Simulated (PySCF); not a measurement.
CH₅BClNO. Atoms are numbered in the order given.

```xyz
10

B      0.1909    -0.0746     0.0000
Cl    -0.3827    -1.7695     0.0000
O     -0.7752     0.8946     0.0000
C     -0.4228     2.2624     0.0000
H      0.1681     2.5403     0.9032
H     -1.3523     2.8650     0.0000
H      0.1681     2.5403    -0.9032
N      1.5796     0.1777     0.0000
H      2.2617    -0.5780     0.0000
H      1.9868     1.1116     0.0000
```
Charge 0, spin multiplicity 1.

Geometry optimised at PBE-D3(BJ)/def2-SVP. This is a generated structure with no PubChem entry under its InChIKey; it may be hypothetical. Other conformers were not sampled.

Computed with PBE-D3(BJ)/def2-SVP run with PySCF.

Frequencies are harmonic and unscaled.

Problem. Estimate the vibrational spectrum. (Estimate from the structure and the level; the computed values follow.)

Solution. 
```
mode  ν (cm⁻¹)  IR (km/mol)   moving atoms (share of kinetic energy)
----  --------  -----------  ---------------------------------------
1          123          0.1                            H 88 %, O 9 %
2          129          2.3                   O 36 %, H 31 %, C 19 %
3          217          0.6   C 28 %, H 25 %, N 22 %, O 10 %, Cl 9 %
4          305          0.5  N 28 %, H 20 %, Cl 18 %, O 14 %, C 13 %
5          364        149.6                           H 83 %, N 16 %
6          394          6.2          Cl 41 %, O 22 %, H 16 %, C 13 %
7          509         15.7                           H 83 %, B 12 %
8          569          8.5                   B 70 %, H 14 %, O 11 %
9          656         29.4  N 26 %, H 22 %, O 19 %, Cl 17 %, B 16 %
10         841          4.0                   H 52 %, N 22 %, O 19 %
11        1059          0.3           C 35 %, O 28 %, B 18 %, H 15 %
12        1132          0.2                           H 76 %, C 19 %
13        1158         28.2                    H 67 %, C 19 %, B 9 %
14        1225        400.3           B 48 %, O 20 %, H 15 %, N 11 %
15        1362        188.7                   H 51 %, B 30 %, C 10 %
16        1423         12.1                                   H 96 %
17        1423          5.9                                   H 97 %
18        1457         71.8                   H 67 %, B 19 %, O 11 %
19        1544        257.5                   H 56 %, N 22 %, B 19 %
20        2919         57.9                                   H 97 %
21        2990         41.1                           H 90 %, C 10 %
22        3058         20.0                            H 91 %, C 9 %
23        3537         34.2                                   H 96 %
24        3643         35.5                            H 91 %, N 9 %
```
